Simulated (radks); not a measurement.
Pt3+, configuration [Xe] 4f14 5d7.

All-electron calculation, Dirac Kohn-Sham, PBEsol, spin-unpolarised, spherical densities, point nucleus; open shells are shared between the two j in proportion to 2j + 1. Program: a radial shooting solver on a logarithmic mesh with Libxc functionals.

Energy parts (hartree):
| part | energy |
|---|---|
| total | -18439.3231 |
| kinetic | 21103.6555 |
| electron-nucleus | -46281.2820 |
| Hartree | 7089.1667 |
| exchange-correlation | -350.8633 |

Orbitals (lengths in bohr, moments of r in powers of bohr; r(max) is where P^2 peaks; r(90%) holds 90 % of the orbital's charge):
orbital  occ.  eigenvalue (hartree)   r(max)  r(90%)      <r>
1s1/2       2             -2878.299  0.01061  0.0313  0.01715
2s1/2       2             -506.3331  0.06143   0.112  0.07170
2p1/2       2             -485.3208  0.04533  0.0984  0.05907
2p3/2       4             -421.8078  0.05260   0.110  0.06750
3s1/2       2             -119.9137   0.1729   0.275   0.1866
3p1/2       2             -110.4917   0.1615   0.266   0.1768
3p3/2       4             -96.53121   0.1763   0.288   0.1923
3d3/2       4             -80.85531   0.1374   0.261   0.1676
3d5/2       6             -77.84588   0.1415   0.267   0.1724
4s1/2       2             -26.77823   0.3904   0.596   0.4150
4p1/2       2             -22.78415   0.3889   0.608   0.4179
4p3/2       4             -19.45577   0.4195   0.656   0.4519
4d3/2       4             -12.91828   0.4130   0.690   0.4618
4d5/2       6             -12.29938   0.4226   0.707   0.4730
4f5/2       6              -3.94494   0.3825   0.827   0.5121
4f7/2       8              -3.81786   0.3871   0.839   0.5194
5s1/2       2              -5.02719   0.8690    1.36   0.9496
5p1/2       2              -3.74579   0.9200    1.49    1.027
5p3/2       4              -3.18493   0.9997    1.63    1.121
5d3/2     2.8              -1.46141    1.208    2.21    1.461
5d5/2     4.2              -1.40078    1.243    2.28    1.506

The highest occupied level is 5d5/2 at -38.117 eV. For comparison, the ionisation energy in NIST's Atomic Spectra Database is 43 eV (theoretical). In exact Kohn-Sham theory the highest level is minus the ionisation energy, but local and semilocal functionals leave it too shallow, through self-interaction and a potential that decays too fast; potentials with the right tail come closer. The density falls to 0.001 e/bohr^3 at r = 3.33 bohr.

Beside tabulated values, note that spin-unpolarised runs miss the spin-polarisation part of the exchange energy of open shells.
